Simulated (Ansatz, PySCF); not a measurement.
This PySCF input computes a SVWN5/def2-TZVPD energy:

```python
from pyscf import gto, scf, dft

mol = gto.M(
    atom='''
    Sb    0.00020347   -0.00057521    0.05360724
    H    -0.91134945   -1.07727245   -0.91954118
    H    -0.49094307    1.33948235   -0.89520480
    H     1.39191538   -0.23287408   -0.91922302
    ''',
    basis='def2-tzvpd',
    ecp='def2-tzvp',
    charge=0,
    spin=0,
    verbose=4,
)

mf = dft.RKS(mol, xc='svwn').density_fit(auxbasis='def2-universal-jkfit')
mf.grids.level = 3
mf.conv_tol = 1e-9
mf.max_cycle = 100
mf.max_memory = 1500
mf.kernel()
if not mf.converged:
    mf = mf.newton()
    mf.kernel(mf.make_rdm1())
mf.analyze()
```

Q: Write an input for the same energy in Ansatz (a first-principles code) and say what it gives.

A: 
Ansatz 0.2 input:
```yaml
crystal:
  periodic: [false, false, false]
  atoms:
    - {symbol: Sb, position_ang: [0.00020347, -0.00057521, 0.05360724]}
    - {symbol: H, position_ang: [-0.91134945, -1.07727245, -0.91954118]}
    - {symbol: H, position_ang: [-0.49094307, 1.33948235, -0.89520480]}
    - {symbol: H, position_ang: [1.39191538, -0.23287408, -0.91922302]}
basis:
  gaussian:
    orbitals: def2-TZVPD
hamiltonian:
  xc: {name: SVWN5}
output: {forces: true}
```
It gives -241.63271 Eh, and PySCF -241.63275 Eh, a difference of 0.04 mEh, from the treatment of integrals and grids.
